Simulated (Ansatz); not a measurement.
Reaction (formal hydrolysis of a Ga–C bond): `[GaH2][C]1=NC1` + H₂O → `[OH][GaH2]` + `C1=NC1`

Computed with Ansatz on PBE0-D4/def2-TZVP structures; ΔE is electronic, products minus reactants. CCSD(T)/CBS adds triple-zeta CCSD(T) − MP2 to the extrapolated MP2 energy (def2 sets, frozen cores). This one scheme is used for every species. Functionals use def2-TZVPP. HSE06 is defined as in plane-wave codes. For Ga outer-core shells are correlated without core-valence functions, which leaves a few kJ/mol of doubt a bond. Scalar relativity is left out up to krypton.

Q: Is it downhill or uphill in electronic energy at CCSD(T)/CBS, and by how much? (An estimate is asked.)

A: Ansatz gave: Downhill: ΔE = -11.2 kcal/mol.

Q: What do these levels give: PBE-D4, r2SCANh-D4, r2SCAN0-D4, PBE-QIDH, PBE, revPBE, PBE0, r2SCAN0, HSE06, HF/def2-SVP, SCS-MP2/def2-TZVPP, CCSD/CBS(def2)? (Estimate.)

A: Computed: PBE-D4 -11.3, r2SCANh-D4 -12.4, r2SCAN0-D4 -12.0, PBE-QIDH -11.6, PBE -12.1, revPBE -11.8, PBE0 -11.5, r2SCAN0 -12.2, HSE06 -11.4, HF/def2-SVP -14.2, SCS-MP2/def2-TZVPP -12.7, CCSD/CBS(def2) -11.3 kcal/mol.

Q: What do rigid-rotor, harmonic-oscillator terms from PBE0-D4/def2-TZVP frequencies (298.15 K, 1 bar) make of the CCSD(T)/CBS value? (Best estimate.)

A: Ansatz gave: ΔZPE = +1.1 kcal/mol, ΔH = -11.1 kcal/mol, ΔS = 0 J/(mol·K), ΔG = -11.1 kcal/mol.

Largest T1 diagnostic among the species: 0.015.

In def2-TZVPP, CCSD(T) changes the Hartree–Fock value by +1.8 kcal/mol (the triples alone add +0.1 kcal/mol) and MP2 by +2.0 kcal/mol. The D4 term adds +1.2 kcal/mol with B3LYP and +0.7 kcal/mol with PBE0; it sums over pairs of atoms, weighted by their polarisabilities, and B3LYP, whose exchange is more repulsive, gets the larger term. Leaving LDA and LC-ωPBE aside and taking each functional with its dispersion term where it has one, the values, not all of them listed here, spread over 2.7 kcal/mol, from B2PLYP to revPBE-D4.

B3LYP here is the variant with VWN-RPA as its local correlation; programs differ in this.
